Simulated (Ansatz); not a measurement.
WF2H4, SMILES [F][WH4][F], multiplicity 1.

The structure is a stationary point at PBE0-D3(BJ)/def2-TZVP. The geometry has at least one imaginary mode, so it is a saddle point at that level. The multiplicity is an assumed one; no other spin state was optimised. The structure was generated by enumeration; whether it is a known compound was not checked. The def2 effective core potentials stand for the cores of W; spin–orbit coupling is left out.

Two levels are set side by side: PBE/def2-SVPD (Ansatz, a quantum-chemistry and plane-wave program) and CAM-B3LYP/def2-SVPD (Ansatz). Energy differences of separate SCF runs at the same geometry; the states with an electron removed or added have multiplicity 2 and 2. Differences are taken from unrounded values.

```csv
quantity,CAM-B3LYP
vertical ionisation energy (eV),10.75
vertical electron affinity (eV),1.60
vertical singlet–triplet gap (eV),2.41
```

**Question.** What does PBE give, and how far is it from CAM-B3LYP? (An estimate is asked for; the answer gives what the named calculation found.)

**Answer.** 
```
quantity                             PBE  PBE minus CAM-B3LYP
---------------------------------  -----  -------------------
vertical ionisation energy (eV)    10.22                -0.53
vertical electron affinity (eV)     1.20                -0.40
vertical singlet–triplet gap (eV)   2.37                -0.03
```
